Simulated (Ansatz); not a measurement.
Isolated molecules relaxed with PBE0-D4/def2-TZVP in Ansatz; ΔE leaves out vibrations. CBS: MP2 limit from def2 TZ/QZ plus the TZ coupled-cluster correction, frozen cores. This one scheme is used for every species. Functionals use def2-TZVPP. B3LYP here is the variant with VWN-RPA as its local correlation; programs differ in this. For Ge outer-core shells are correlated without core-valence functions, which leaves a few kJ/mol of doubt a bond. Scalar relativity is left out up to krypton. Each species was taken in one conformer, which may not be the lowest.

`[AlH2][BH][GeH3]` + CH₃NH₂ → `CN[BH][GeH3]` + `[AlH3]`  (cleavage of the B–Al bond)

```csv
species,B3LYP energy (Eh)
`[AlH2][BH][GeH3]`,-2347.91268
CH₃NH₂,-95.90427
`CN[BH][GeH3]`,-2199.65116
`[AlH3]`,-244.23308
```

**Question.** Work out ΔE.

**Answer.** ΔE = (-2199.65116) + (-244.23308) − (-2347.91268) − (-95.90427) = -0.06729 Eh = -42.2 kcal/mol. CCSD(T)/CBS gives -42.2 kcal/mol.

Largest T1 diagnostic among the species: 0.013.

The D4 term adds −1.2 kcal/mol with B3LYP and −0.6 kcal/mol with PBE0; it sums over pairs of atoms, weighted by their polarisabilities, and B3LYP, whose exchange is more repulsive, gets the larger term. In def2-TZVPP, CCSD(T) changes the Hartree–Fock value by −2.5 kcal/mol (the triples alone add −0.8 kcal/mol) and MP2 by −4.9 kcal/mol.
